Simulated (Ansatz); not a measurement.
B8⁺. Total charge 1; doublet. Geometry PBE-D4/def2-SVP.

```xyz
8

B    -1.469   -0.872   -0.719
B    -0.420   -1.785    0.007
B    -1.420    0.695   -0.908
B     1.602    0.100    0.901
B     0.000    0.000    0.000
B    -0.294    1.746   -0.411
B     1.048    1.473    0.394
B     0.953   -1.357    0.734
```

At BLYP-D4/def2-TZVP the gap within one spin of the charge 1 doublet nearly closes, so an electron or hole may be smeared out by delocalisation error. The structure comes from a short search, and lower isomers may exist.

(1) Estimate the α-spin orbital energies around the gap (eV) in Ansatz with PBE-D4/def2-SVP, PBE-D4/def2-TZVP, BLYP-D4/def2-TZVP, r2SCAN-D4/def2-TZVP, CAM-B3LYP-D4/def2-TZVP.

Results:

(1) 
```csv
orbital,PBE-D4/def2-SVP,PBE-D4/def2-TZVP,BLYP-D4/def2-TZVP,r2SCAN-D4/def2-TZVP,CAM-B3LYP-D4/def2-TZVP
HOMO−9,-20.70,-20.72,-20.40,-21.44,-24.23
HOMO−8,-16.35,-16.38,-16.14,-16.91,-19.46
HOMO−7,-16.34,-16.37,-16.14,-16.89,-19.46
HOMO−6,-14.35,-14.29,-13.91,-14.51,-16.68
HOMO−5,-13.94,-13.98,-13.73,-14.31,-16.68
HOMO−4,-13.89,-13.85,-13.70,-14.16,-16.64
HOMO−3,-13.89,-13.85,-13.70,-14.15,-16.28
HOMO−2,-12.34,-12.29,-12.08,-12.46,-14.38
HOMO−1,-12.28,-12.23,-12.00,-12.38,-14.23
HOMO,-11.46,-11.43,-11.07,-11.66,-13.07
LUMO,-11.30,-11.25,-10.92,-11.16,-9.20
LUMO+1,-7.62,-7.56,-7.38,-7.33,-5.63
LUMO+2,-7.61,-7.55,-7.38,-7.31,-5.62
LUMO+3,-7.60,-7.55,-7.26,-7.30,-5.38
LUMO+4,-7.59,-7.55,-7.26,-7.29,-5.31
LUMO+5,-7.11,-7.15,-6.97,-6.89,-4.88
β HOMO,-12.13,-12.10,-11.88,-12.26,-14.08
β LUMO,-11.10,-11.06,-10.75,-10.91,-9.03
```
